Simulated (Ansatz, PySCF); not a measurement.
Gas-phase reaction (SMILES): C[SiH2][SiH2]N(C)C + 5 [H][H] (H2) → 3 C (CH4) + N (NH3) + 2 [SiH4] (SiH4); energy of full hydrogenation.

Geometries: B3LYP-D3(BJ)/def2-TZVP minima from Ansatz (a first-principles code), one conformer each, not searched for the lowest. Cores are frozen in the correlated levels unless marked. Spin-orbit coupling is left out. Non-relativistic. Basis-set limits of correlation are two-point, X^-3; Hartree-Fock from the larger set. The bracket is a focal-point correction in the basis named. Thermal terms are rigid-rotor harmonic-oscillator values from B3LYP-D3(BJ) frequencies (Ansatz or PySCF) at 298.15 K and 1 atm. 1 Eh = 627.5095 kcal/mol.

```
species             E, RI-MP2/CBS(aug-cc-pV(T+d)Z,aug-cc-pV(Q+d)Z)+[CCSD(T)-MP2]/aug-cc-pV(T+d)Z (Ansatz) (Eh)  E, r2SCAN-D4/def2-TZVPD (Ansatz + dftd4) (Eh)  H - E (Eh)
------------------  ------------------------------------------------------------------------------------------  ---------------------------------------------  ----------
C[SiH2][SiH2]N(C)C                                                                                  -754.84914                                     -755.81437     0.16494
[H][H] (H2)                                                                                           -1.17524                                       -1.17100     0.01336
C (CH4)                                                                                              -40.46129                                      -40.49957     0.04840
N (NH3)                                                                                              -56.50756                                      -56.54744     0.03799
[SiH4] (SiH4)                                                                                       -291.46108                                     -291.85367     0.03520
```

Question: Work out ΔE and ΔH at 298.15 K at the first level, then ΔH at the second.

Answer: 
1. ΔE = [3×(-40.46129) + (-56.50756) + 2×(-291.46108)] - [(-754.84914) + 5×(-1.17524)] = -0.08825 Eh = -55.4 kcal/mol at RI-MP2/CBS(aug-cc-pV(T+d)Z,aug-cc-pV(Q+d)Z)+[CCSD(T)-MP2]/aug-cc-pV(T+d)Z.
2. The terms H - E add up to 0.02185 Eh, so ΔH = (-0.08825 + (0.02185))×627.5095 = -41.7 kcal/mol.
3. At r2SCAN-D4/def2-TZVPD the same steps give ΔE = -52.8 and ΔH = -39.1 kcal/mol, a shift of +2.6 from the first level.
4. These values are not checked against measurement here, since the tables used lack a sound gas-phase enthalpy of formation for at least one species.
